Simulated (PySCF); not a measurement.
**Mo(OH)4: multiplets, ligand field and magnetism**

Mo(OH)4 holds Mo(IV), d2, at total charge 0. The structure is a PBE0-D3(BJ)/def2-TZVP geometry optimised for multiplicity 3; coordination tetrahedral, point group C1, metal–donor distances 1.88–1.92 Å.

The d shell alone is too small an active space for Mo(OH)4 (an active orbital has only 0.57 squared overlap with the free ion's shell): its levels, fitted parameters, g values and moments show what this model gives and aren't sound predictions.

```
9

Mo    0.000    0.000    0.000
O     1.287    0.952    0.988
H     2.224    0.785    0.847
O     0.991   -1.039   -1.266
H     0.788   -0.800   -2.178
O    -0.928   -1.318    0.972
H    -0.722   -2.246    0.819
O    -0.851    0.860   -1.472
H    -1.536    1.515   -1.310
```

Method (PySCF 2.14, density fitting): CASSCF(2,5) with orbitals averaged over all microstates of the shell, strongly contracted NEVPT2 on the averaged canonical orbitals; basis x2c-TZVPall on the metal, x2c-SVPall elsewhere; spin-free X2C; gas phase; spin-orbit coupling by state interaction with the mean-field operator over all roots.

## Spin-free states

| 2S+1 | deg. | cubic parent | free-ion term | CASSCF / cm⁻¹ | NEVPT2 / cm⁻¹ | f(ED) | occupations |
| --- | --- | --- | --- | --- | --- | --- | --- |
| 3 | 1 | 3A2 0.72 | 3F 0.86 | 0 | 0 | – | 1.0 1.0 0.0 0.0 0.0 |
| 1 | 1 | 1E 0.62 | 1G 0.50 | 8810 | 6546 | – | 1.5 0.5 0.0 0.0 0.0 |
| 1 | 1 | 1E 0.66 | 1G 0.51 | 9988 | 8362 | – | 1.0 1.0 0.0 0.0 0.0 |
| 1 | 1 | 1A1 0.50 | 1G 0.54 | 17913 | 15827 | – | 0.5 1.4 0.0 0.0 0.0 |
| 3 | 1 | 3T2 0.95 | 3F 0.97 | 16287 | 16956 | 3.7e-04 | 1.0 0.0 0.6 0.3 0.0 |
| 3 | 1 | 3T2 0.82 | 3F 0.97 | 19068 | 19979 | 3.7e-04 | 0.4 0.6 0.5 0.2 0.3 |
| 3 | 1 | 3T2 0.79 | 3F 0.85 | 20468 | 21096 | 9.3e-04 | 0.6 0.4 0.2 0.5 0.4 |
| 3 | 1 | 3T1 0.74 | 3F 0.92 | 20810 | 22145 | 4.6e-03 | 0.4 0.6 0.0 0.6 0.4 |
| 1 | 1 | 1E 0.41 | 1G 0.51 | 25952 | 24215 | – | 1.0 0.0 0.8 0.2 0.0 |
| 3 | 1 | 3T1 0.96 | 3P 0.74 | 25551 | 25217 | 3.2e-03 | 0.3 0.7 0.5 0.2 0.3 |
| 3 | 1 | 3T1 0.83 | 3P 0.82 | 27030 | 26224 | 3.8e-03 | 0.4 0.6 0.2 0.2 0.6 |
| 1 | 1 | 1T1 0.50 | 1G 0.79 | 28598 | 26838 | – | 0.8 0.2 0.3 0.6 0.1 |
| 1 | 1 | 1T2 0.73 | 1D 0.82 | 28249 | 27288 | – | 0.5 0.5 0.3 0.3 0.4 |
| 1 | 1 | 1T1 0.55 | 1G 0.86 | 29382 | 28783 | – | 0.1 0.8 0.6 0.3 0.1 |
| 1 | 1 | 1T1 0.90 | 1G 0.98 | 31368 | 30472 | – | 0.5 0.5 0.0 0.5 0.5 |

Only the lowest 15 spin-free levels are listed. Energies are counted from the ground state at NEVPT2 level. Weights follow the labels. f(ED) is the electric-dipole oscillator strength from the ground state at the fixed geometry, without vibronic coupling; occupations, where given, run over the ligand-field orbitals from the lowest.

Ligand-field fit:

```csv
cm⁻¹,CASSCF
10Dq,19822
B,572
"B, free ion",865
C,2671
"C, free ion",3518
rms of the fit,573
```

| orbital | CASSCF / cm⁻¹ | metal share | main function |
| --- | --- | --- | --- |
| 1 | 0 | 0.89 | z2 0.73 |
| 2 | 2503 | 0.88 | x2-y2 0.88 |
| 3 | 18639 | 0.67 | xz 0.36 |
| 4 | 21037 | 0.73 | xy 0.44 |
| 5 | 23542 | 0.72 | yz 0.54 |

ζ = 602 cm⁻¹, against 885 for the free ion.

Spin-orbit levels:

```json
{"E / cm⁻¹": "0.0", "deg.": "1", "make-up": "0.99 3A2"}
{"E / cm⁻¹": "36.6", "deg.": "1", "make-up": "1.00 3A2"}
{"E / cm⁻¹": "37.4", "deg.": "1", "make-up": "1.00 3A2"}
{"E / cm⁻¹": "6562.5", "deg.": "1", "make-up": "0.99 1E"}
{"E / cm⁻¹": "8356.3", "deg.": "1", "make-up": "0.99 1E"}
{"E / cm⁻¹": "15851.2", "deg.": "1", "make-up": "0.99 1A1"}
{"E / cm⁻¹": "17005.2", "deg.": "1", "make-up": "0.98 3T2"}
{"E / cm⁻¹": "17011.0", "deg.": "1", "make-up": "0.98 3T2"}
{"E / cm⁻¹": "17012.5", "deg.": "1", "make-up": "0.99 3T2"}
{"E / cm⁻¹": "20019.7", "deg.": "1", "make-up": "0.98 3T2"}
{"E / cm⁻¹": "20056.1", "deg.": "1", "make-up": "0.97 3T2"}
{"E / cm⁻¹": "20078.1", "deg.": "1", "make-up": "0.97 3T2"}
{"E / cm⁻¹": "20869.7", "deg.": "1", "make-up": "0.80 3T2 + 0.18 3T1"}
{"E / cm⁻¹": "20872.5", "deg.": "1", "make-up": "0.79 3T2 + 0.18 3T1"}
{"E / cm⁻¹": "21177.8", "deg.": "1", "make-up": "0.99 3T2"}
{"E / cm⁻¹": "22217.1", "deg.": "1", "make-up": "0.99 3T1"}
```

Only the lowest levels are listed: 16 of 45 states.

Magnetism:

The ground multiplet follows a spin Hamiltonian with S = 1, g = 1.879, 1.886, 1.980, D = 37.02 cm⁻¹, E/|D| = 0.01 (spin-orbit part alone); the lowest levels hold 100 % of the spin-free ground state. μeff is 2.72 μB at 300 K and 1.64 μB at 10 K; the spin-only value is 2.83 μB.

```csv
T / K,χT / cm³ K mol⁻¹,μeff / μB
2,0.067,0.73
5,0.168,1.16
10,0.335,1.64
20,0.607,2.20
30,0.747,2.44
50,0.849,2.61
75,0.887,2.66
100,0.902,2.69
150,0.914,2.70
200,0.920,2.71
250,0.924,2.72
300,0.928,2.72
```

Powder magnetisation at 2 K: 0.03 μB at 0.5 T, 0.06 μB at 1 T, 0.12 μB at 2 T, 0.18 μB at 3 T, 0.29 μB at 5 T, 0.41 μB at 7 T.

Charge-transfer states lie outside this active space and may come lower than some of these levels. NEVPT2 on the d shell alone tends to put d–d bands too high for such charged or covalently bound ions.

The job took 7.6 s on one thread of Arm Neoverse V2 (shared host), with 139 basis functions, launched as `OMP_NUM_THREADS=1 python lf_run.py task.json out`.
